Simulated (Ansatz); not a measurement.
A rate constant, worked out

An elementary step of GaH₃O, closed shell (GaH₃O ([OH][GaH2]) → GaHO ([O][GaH]) + H₂; Ga–H, O–H broken or loosened, H–H formed or tightened). The start structure is the reactant molecule, and the electronic barrier above it is 3.038 eV by CCSD(T) at an estimated basis limit (MP2 extrapolated from triple and quadruple zeta, plus CCSD(T) − MP2 in triple zeta). Ansatz 0.2.0; basis: def2-TZVPP and def2-QZVPP; cores frozen in the correlated methods. Filled d shells of the heavier atoms are correlated. The def2 sets are not built for correlating such inner shells, so the correlated values are less sure here. Extrapolation: Hartree–Fock as exp(−7.88 √X), correlation as X^−2.97. Harmonic wavenumbers at PBE0-D4/def2-TZVP (Ansatz 0.2.0), in cm⁻¹:

Start: 470, 487, 623, 686, 741, 845, 1983, 2027, 3906.

Saddle: 1442i, 474, 563, 677, 887, 1126, 1688, 1982, 2082.

**Question.** Work out the transition-state-theory rate constant at 400 K from these numbers alone (harmonic vibrations; rotation, path degeneracy and anharmonicity left out), and the Wigner tunnelling factor. Use 1 cm⁻¹ = 1.2398 × 10⁻⁴ eV and k_B = 8.617 × 10⁻⁵ eV/K.

**Answer.** Zero-point energies, half the sums: start 11768/2 cm⁻¹ = 0.7295 eV; saddle, real modes only, 9479/2 cm⁻¹ = 0.5876 eV.
Barrier with zero-point energy: 3.038 + 0.5876 − 0.7295 = 2.8961 eV.
k_BT = 0.03447 eV, so the barrier is 84.02 k_BT.
Vibrational partition functions from the zero-point level, ln q = −Σ ln(1 − exp(−hν/k_BT)): start 0.718, saddle 0.497.
k = (k_BT/h) exp(ln q‡ − ln q) exp(−E0/k_BT), with log₁₀(k_BT/h in s⁻¹) = 12.92: log₁₀ k = 12.92 + (-0.221 − 84.02)/2.3026 = -23.67, so k ≈ 2 × 10^(-24) s⁻¹.
Wigner factor: 1 + (hν‡/k_BT)²/24 = 1 + (5.19)²/24 = 2.12, too large for this simple formula to be trusted. A change of 1 kcal/mol (0.043 eV) in the barrier would change k by a factor of 3.5 at this temperature.

The T1 diagnostic stays at or below 0.027. The T1 diagnostic is large here, which may signal multireference character or strong orbital relaxation, so CCSD(T) is less sure.

Labels in which every atom is bracketed show which atoms are joined, not bond orders.

For scale, one of the runs: CCSD(T)/def2-TZVPP, 121 basis functions, launched by `ansatz run in.yaml --threads 2 --pin off --events-out ev --progress --plain --max-ram 4352MiB`. Hardware: 2 CPU threads, shared host. Wall time about 9 s.
